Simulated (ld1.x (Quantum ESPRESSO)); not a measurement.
What the settings do to the TM potential of arsenic

Base potential:

ld1.x (Quantum ESPRESSO) 7.5 input, shortened:

```
&input
   title='As', zed=33., rel=1, dft='PBESOL', iswitch=3,
   config='[Ar] 3d10 4s2 4p2'
 /
 &inputp
   pseudotype=2, tm=.true., lloc=0,
   nlcc=.true., rcore=0.40
 /
3
3P  2  1   6.00   0.00  0.65  0.65  0.0
3D  3  2  10.00   0.00  1.05  1.05  0.0
3S  1  0   2.00   0.00  0.55  0.55  0.0
 &test
   configts(1)='3s2 3p6 3d10 4s2 4p2'
 /
```

Occupied shells without a wave of their own: 4p, 4s. They enter only through the test configuration that unscreens the potential, and ld1.x also counts them in the model core charge.

All-electron outer shells of the reference configuration (PBEsol, scalar-relativistic, ld1.x):

```
shell  level (eV)  outermost node (bohr)  outermost maximum (bohr)
   2p    -1312.82                      –                      0.14
   3s     -199.69                   0.25                      0.52
   3p     -143.25                   0.22                      0.52
   3d      -50.41                      –                      0.47
   4s      -23.38                   0.73                      1.59
   4p      -13.36                   0.78                      1.90
```

Cutoffs, loose and tight: the cutoffs (Ry, on a coarse ladder) from which the occupation-weighted sum of valence levels, in a spherical-Bessel basis at the reference potential, stays within 10 and 1 mRy of its value at 400 Ry. They do not see the model core or the augmentation charge, which bear on the density cutoff. Test errors are all-electron minus pseudo excitation energies from the reference, over the configurations 3s2 3p6 3d10 4s2 4p3; 3s2 3p6 3d10 4s2 4p1; 3s2 3p6 3d10 4s2 4p0; 3s1 3p6 3d10 4s2 4p3; 3s2 3p6 3d10 4s0 4p5; 3s2 3p5 3d10 4s2 4p3; 3s2 3p6 3d10 4s2 4p3.3. A dash means not determined; rows that change the core or the reference have their own tests.

With those shells counted twice in exchange and correlation these files are broken, and their errors move erratically; no question is asked of them.

Cutoffs are not given where the Bessel-basis levels miss the radial ones by over 6 mRy, ghosts where they miss by over 20 mRy; a channel whose overlap is not positive is not tested.

| change | outcome | cutoff, loose | cutoff, tight | bound ghosts | largest test error (meV) |
| --- | --- | --- | --- | --- | --- |
| base | generated | over 300 Ry | over 300 Ry | none | -851 |
| all radii but the core radius scaled by about 0.74 (s 0.40, p 0.48, d 0.78 bohr) | generated, misses its reference levels by 0.66 eV | – | – | not determined | -1425 |
| all radii but the core radius scaled by about 0.84 (s 0.46, p 0.54, d 0.88 bohr) | generated, misses its reference levels by 0.22 eV | – | – | not determined | -879 |
| all radii but the core radius scaled by about 0.90 (s 0.50, p 0.58, d 0.94 bohr) | generated, misses its reference levels by 0.17 eV | – | – | none | -855 |
| all radii but the core radius scaled by about 0.97 (s 0.54, p 0.62, d 1.02 bohr) | generated | over 300 Ry | over 300 Ry | none | -846 |
| all radii but the core radius scaled by about 1.13 (s 0.62, p 0.74, d 1.18 bohr) | generated, misses its reference levels by 0.20 eV | over 300 Ry | over 300 Ry | none | -913 |
| all radii but the core radius scaled by about 1.19 (s 0.66, p 0.78, d 1.24 bohr) | generated, misses its reference levels by 0.26 eV | over 300 Ry | over 300 Ry | none | -969 |
| all radii but the core radius scaled by about 1.24 (s 0.68, p 0.80, d 1.30 bohr) | generated, misses its reference levels by 0.30 eV | over 300 Ry | over 300 Ry | none | -1006 |
| all radii but the core radius scaled by about 1.32 (s 0.72, p 0.86, d 1.38 bohr) | generated, misses its reference levels by 0.50 eV | 300 Ry | over 300 Ry | none | -1159 |
| all radii but the core radius scaled by about 1.41 (s 0.78, p 0.92, d 1.48 bohr) | generated, misses its reference levels by 0.82 eV | 260 Ry | over 300 Ry | none | -1385 |

Reading the sweep of the scale of all radii but the core radius (base = 1) (base included, trends over the rows without a ghost): The median size of the test errors (rows with all tests solved) is not monotonic: lowest 169.1 meV at 0.9, highest 304.5 meV at 1.32.
